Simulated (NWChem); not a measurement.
**Basis-set convergence for CH7BO**

SMILES: BC.O
```xyz
10

B      0.6536    -0.2243    -0.1961
H      1.3073    -0.9970     0.4876
H      1.3379     0.5284    -0.8843
C     -0.6490    -0.8178    -0.8967
H     -1.2790    -0.0599    -1.3976
H     -1.2917    -1.3955    -0.2117
H     -0.3278    -1.5130    -1.6913
O      0.0608     0.8338     1.0092
H     -0.4344     1.5371     0.5668
H      0.8272     1.2583     1.4177
```
Charge 0, spin multiplicity 1.

The numbers come from NWChem runs, not from measurements. All single points use one geometry, from PBE0/def2-SVP, a minimum by its harmonic frequencies.

Quantity: first vertical ionisation energy at the level G0W0@PBE.

GW and range-separated runs recompute their integrals, the others keep them in memory, which bears on the times. The structure started from a generated list of species.

The cost column gives rough processor time relative to def2-SVP; each entry includes its own SCF.

```tsv
basis	functions	first vertical ionisation energy (eV)	relative cost
def2-SVP	77	9.83	1
def2-SVPD	119	9.86	under 3
def2-TZVP	135	9.97	3
def2-TZVPP	191	10.09	10
```

Smallest basis within 0.2 eV of def2-TZVPP, the largest set run: def2-TZVP, with 135 functions against 191 and about 30 % of the time. def2-TZVPP isn't the basis-set limit itself, and a small set can land close by cancellation.
